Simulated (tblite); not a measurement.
Species: C4H12Si2.
Atom-mapped SMILES: `[SiH3:1][SiH2:2][CH:3]1[CH2:4][CH2:5][CH2:6]1` (hydrogens: H7, H8, H9 on Si1; H10, H11 on Si2; H12 on C3; H13, H14 on C4; H15, H16 on C5; H17, H18 on C6)

Computed with GFN2-xTB (tblite), gas phase: nudged elastic band of 9 images (0 to 8), spring 0.2 eV/Å², climbing image at the end, force threshold 0.05 eV/Å. No saddle search or frequency run followed, so the top image need not be a first-order saddle, and its height can exceed the method's true barrier by a kcal/mol or more.

The band describes a rotation about Si2–C3 (SiH2 silicon, sp3 carbon bound to silicon), followed by the dihedral Si1–Si2–C3–C4, from the optimised start (-164°) to a second optimised geometry at -47°.

**Question.** How does the energy change from image to image?

**Answer.** 
```json
{"image": "0", "dihedral (°)": "-164", "E (eV)": "0.000", "Si2–C3 (Å)": "1.903", "Si1···C4 (Å)": "4.87", "largest true force (eV/Å)": "0.01"}
{"image": "1", "dihedral (°)": "-150", "E (eV)": "0.009", "Si2–C3 (Å)": "1.905", "Si1···C4 (Å)": "4.82", "largest true force (eV/Å)": "0.02"}
{"image": "2", "dihedral (°)": "-136", "E (eV)": "0.036", "Si2–C3 (Å)": "1.909", "Si1···C4 (Å)": "4.76", "largest true force (eV/Å)": "0.02"}
{"image": "3", "dihedral (°)": "-121", "E (eV)": "0.063", "Si2–C3 (Å)": "1.913", "Si1···C4 (Å)": "4.67", "largest true force (eV/Å)": "0.03"}
{"image": "4", "dihedral (°)": "-106", "E (eV)": "0.067", "Si2–C3 (Å)": "1.914", "Si1···C4 (Å)": "4.54", "largest true force (eV/Å)": "0.03"}
{"image": "5", "dihedral (°)": "-91", "E (eV)": "0.045", "Si2–C3 (Å)": "1.911", "Si1···C4 (Å)": "4.35", "largest true force (eV/Å)": "0.03"}
{"image": "6", "dihedral (°)": "-76", "E (eV)": "0.014", "Si2–C3 (Å)": "1.908", "Si1···C4 (Å)": "4.12", "largest true force (eV/Å)": "0.03"}
{"image": "7", "dihedral (°)": "-59", "E (eV)": "0.000", "Si2–C3 (Å)": "1.905", "Si1···C4 (Å)": "3.92", "largest true force (eV/Å)": "0.03"}
{"image": "8", "dihedral (°)": "-47", "E (eV)": "-0.011", "Si2–C3 (Å)": "1.904", "Si1···C4 (Å)": "3.78", "largest true force (eV/Å)": "0.01"}
```

Barriers of this band. The top is image 4 at -106°: 0.067 eV forward and 0.078 eV back; the end lies 0.011 eV below the start. The central bond is 0.011 Å longer at the top than at the start.

**Question.** What rate follows at 298 K for crossing this barrier forward?

**Answer.** Taking the electronic barrier for the free energy of activation (no zero-point or entropy terms, transmission 1), rate = (kT/h)·exp(−ΔE/kT) ≈ 5 × 10^11 s⁻¹, whose inverse is 2 × 10^-12 s. An error of 1 kcal/mol in the barrier changes this by a factor of 5, and the method and the loose band can each miss by that much or more. The barrier is only 2.6 kT, where transition-state theory is rough.

**Question.** How would the two end points share their population at 298 K, from these energies alone?

**Answer.** exp(−ΔE/kT) with ΔE = 0.011 eV gives 0.65 for the higher one (start) against 1 for the lower, without vibrational, rotational or degeneracy terms. GFN2-xTB can put conformers this close in the wrong order.

What follows is the cost of the whole band run. Time: 13 s; peak memory 0.18 GiB. Hardware: one thread of an Intel Xeon at 2.50 GHz, shared host.
